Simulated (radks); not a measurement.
Hf, configuration [Xe] 4f14 5d2 6s2.

Calculated with a radial shooting solver on a logarithmic mesh with Libxc functionals: scalar-relativistic Kohn-Sham, PBEsol, spin-polarised, spherical densities, finite nucleus; open shells are filled with parallel spins first (spin-orbit coupling, left out, can overturn this in heavy ions); Fermi nuclear charge, rms radius 5.347 fm; hard spherical wall at 2 bohr.

Energy parts (eV):
| part | energy |
|---|---|
| total | -409627.83 |
| kinetic | 450914.01 |
| electron-nucleus | -1017384.25 |
| Hartree | 165201.38 |
| exchange-correlation | -8358.97 |

Orbitals (lengths in bohr, moments of r in powers of bohr; <r^-3> diverges for s and p1/2; r(max) is where P^2 peaks; r(90%) holds 90 % of the orbital's charge):
| orbital | occ. | eigenvalue (eV) | r(max) | r(90%) | <r^-3> | <1/r> |
|---|---|---|---|---|---|---|
| 1s up | 1 | -65164.95 | 0.01191 | 0.0345 | - | 83.75 |
| 1s down | 1 | -65164.94 | 0.01191 | 0.0345 | - | 83.75 |
| 2s up | 1 | -11086.10 | 0.06810 | 0.125 | - | 19.56 |
| 2s down | 1 | -11085.83 | 0.06810 | 0.125 | - | 19.56 |
| 2p up | 3 | -9728.657 | 0.05568 | 0.117 | 17770 | 17.85 |
| 2p down | 3 | -9728.441 | 0.05568 | 0.117 | 17770 | 17.85 |
| 3s up | 1 | -2473.691 | 0.1923 | 0.306 | - | 7.232 |
| 3s down | 1 | -2473.589 | 0.1923 | 0.306 | - | 7.232 |
| 3p up | 3 | -2068.071 | 0.1899 | 0.312 | 3915 | 6.707 |
| 3p down | 3 | -2067.957 | 0.1899 | 0.312 | 3915 | 6.707 |
| 3d up | 5 | -1586.777 | 0.1547 | 0.294 | 509.0 | 6.345 |
| 3d down | 5 | -1586.586 | 0.1547 | 0.294 | 509.0 | 6.345 |
| 4s up | 1 | -446.5046 | 0.4378 | 0.675 | - | 3.060 |
| 4s down | 1 | -446.2401 | 0.4379 | 0.675 | - | 3.059 |
| 4p up | 3 | -313.7623 | 0.4589 | 0.728 | 893.2 | 2.782 |
| 4p down | 3 | -313.5116 | 0.4590 | 0.728 | 892.9 | 2.781 |
| 4d up | 5 | -142.3043 | 0.4724 | 0.816 | 97.53 | 2.454 |
| 4d down | 5 | -142.0103 | 0.4725 | 0.815 | 97.57 | 2.455 |
| 4f up | 7 | 45.1715 | 0.4609 | 1.15 | 14.79 | 1.882 |
| 4f down | 7 | 45.7389 | 0.4605 | 1.14 | 14.92 | 1.891 |
| 5s up | 1 | -12.1727 | 1.033 | 1.48 | - | 1.212 |
| 5s down | 1 | -10.5990 | 1.029 | 1.48 | - | 1.217 |
| 5p up | 3 | 22.9554 | 1.144 | 1.55 | 157.1 | 1.118 |
| 5p down | 3 | 24.7240 | 1.141 | 1.55 | 158.6 | 1.121 |
| 5d up | 2 | 74.0164 | 1.283 | 1.62 | 20.25 | 1.051 |
| 5d down | 0 | 75.9247 | 1.282 | 1.62 | 20.32 | 1.053 |
| 5f up | 0 | 141.0665 | 1.416 | 1.67 | 7.930 | 1.189 |
| 5f down | 0 | 142.8028 | 1.415 | 1.67 | 7.828 | 1.182 |
| 6s up | 1 | 154.3288 | 1.558 | 1.72 | - | 1.220 |
| 6s down | 1 | 155.6686 | 1.558 | 1.73 | - | 1.218 |
| 6p up | 0 | 192.7141 | 1.590 | 1.73 | 264.0 | 1.248 |
| 6p down | 0 | 193.9828 | 1.589 | 1.73 | 263.9 | 1.247 |
| 7s up | 0 | 417.7819 | 1.720 | 1.78 | - | 1.384 |
| 7s down | 0 | 419.0716 | 1.720 | 1.78 | - | 1.383 |

The highest occupied level is 6s down at 155.67 eV. The configuration is held as typed, so some empty levels lie below it. Summed over all electrons, <r^2> = 32.02 bohr^2, which gives a Langevin (diamagnetic) susceptibility term of -25.4 x 10^-6 cm^3/mol. The electron density at the nucleus is 1.282e+06 e/bohr^3 (large components only). The density falls to 0.001 e/bohr^3 at r = 1.97 bohr. The spin density at the nucleus is -5.734 e/bohr^3 (1s -0.202, 2s -1.506, 3s 0.064, 4s 1.718, 5s -7.997, 6s 2.189).
